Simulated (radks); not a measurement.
Problem. The mean radii <r> (bohr) of the occupied orbitals of an atom or ion are listed with their occupations. Method: scalar-relativistic Kohn-Sham, LB94 model potential, spin-polarised, spherical densities, finite nucleus; Fermi nuclear charge, rms radius of each element as measured or else 0.836 A^(1/3) + 0.57 fm; computed with a radial shooting solver on a logarithmic mesh with Libxc functionals.

| orbital | occ. | <r> |
|---|---|---|
| 1s down | 1 | 0.02071 |
| 1s up | 1 | 0.02071 |
| 2s up | 1 | 0.08758 |
| 2s down | 1 | 0.08750 |
| 2p up | 3 | 0.07751 |
| 2p down | 3 | 0.07744 |
| 3s up | 1 | 0.2209 |
| 3s down | 1 | 0.2213 |
| 3p up | 3 | 0.2177 |
| 3p down | 3 | 0.2181 |
| 3d up | 5 | 0.1943 |
| 3d down | 1 | 0.1944 |

Name the element and its charge. Open shells, if any, are filled with parallel spins first.

Solution. Z = 67, holmium, charge +43: Ho43+ in [Ar] 3d6. The 1s radius gives Z: for a bare nucleus <r> = (2 gamma + 1)/(2Z) with gamma = sqrt(1 - (Z/c)^2), 0.02048 bohr for Z = 67, and screening makes it slightly larger (0.02071 here). The occupations add up to 24, and the charge is Z minus that.
